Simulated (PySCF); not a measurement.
A structure optimised at PBE-D3(BJ)/def2-SVP, used in a PySCF frequency run:

```
Ge
F 1 1.7534
F 1 1.7534 2 104.46
H 1 1.5468 2 107.17 3 113.50
C 1 1.9392 4 119.77 2 -124.18
H 5 1.1066 1 109.02 4 180.00
H 5 1.1070 6 109.29 1 120.21
H 5 1.1070 6 109.29 7 119.59
```
Charge 0, spin multiplicity 1.

Task: Write its SMILES, formula and point group.

Result: [CH3][GeH]([F])[F], CH4F2Ge, Cs

Task: What are its rotational constants (standard atomic weights)?

Result: 5.4129, 5.0629, 3.2454 GHz
